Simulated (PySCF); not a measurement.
# Orbital picture of MgTl

M06-2X at R = 3.050 Å; basis Mg def2-SVPD, Tl def2-SVPD with ECP60; scalar-relativistic core potentials; PySCF 2.14. State: ²Π (doublet), unpaired electrons π ↑. Only the outer orbitals are listed, counted within each symmetry, core potentials removing the inner ones.

```
spin  orbital  occ.  ε (eV)  on Mg (%)            main shells (%)
   α       6σ     1  -19.59          0                   100 Tl d
   α       3π     1  -19.56          0                   100 Tl d
   α       1δ     1  -19.41          0                   100 Tl d
   α       3π     1  -19.39          0                   100 Tl d
   α       1δ     1  -19.36          0                   100 Tl d
   α       7σ     1  -11.85         10                    90 Tl s
   α       8σ     1   -6.38         85           85 Mg s, 11 Tl p
   α       4π     1   -4.31         13           86 Tl p, 11 Mg p
   α       4π     0   -1.30         41           59 Tl p, 40 Mg p
   α       9σ     0   -1.29         53   50 Mg p, 37 Tl p, 9 Tl s
   α       5π     0    0.04         90           89 Mg p, 10 Tl p
   β       6σ     1  -19.58          0                   100 Tl d
   β       3π     1  -19.55          0                   100 Tl d
   β       1δ     1  -19.27          0                   100 Tl d
   β       3π     1  -19.24          0                   100 Tl d
   β       1δ     1  -19.18          0                   100 Tl d
   β       7σ     1  -10.74         12            88 Tl s, 8 Mg s
   β       8σ     1   -6.25         87            88 Mg s, 8 Tl p
   β       4π     0   -1.74         16           79 Tl p, 17 Mg p
   β       4π     0   -1.55         28           70 Tl p, 28 Mg p
   β       9σ     0   -1.22         45  43 Mg p, 42 Tl p, 12 Tl s
```

Q: Which are the highest filled and the lowest empty level, where do they sit, and how wide is the gap?

A: Highest filled α 4π at -4.31 eV (in %: 86 Tl p, 11 Mg p); lowest empty β 4π at -1.74 eV (in %: 79 Tl p, 17 Mg p); the gap at M06-2X is 2.57 eV. Both belong to one degenerate shell, split only by its one-sided filling, so this is no excitation gap.

```
bond order (Mayer)                               : 0.59
⟨S²⟩                                             : 0.757
charge on Mg (Mulliken, basis-dependent)         : -0.09
charge on Mg (Löwdin, basis-dependent)           : 0.10
dipole moment (positive dipole means Mg(−)Tl(+)) : -0.69 D
```

Spin–orbit coupling is left out, which matters for elements this heavy, above all for dissociation energies. The state was picked by a PBE0 search and need not be the measured ground state.
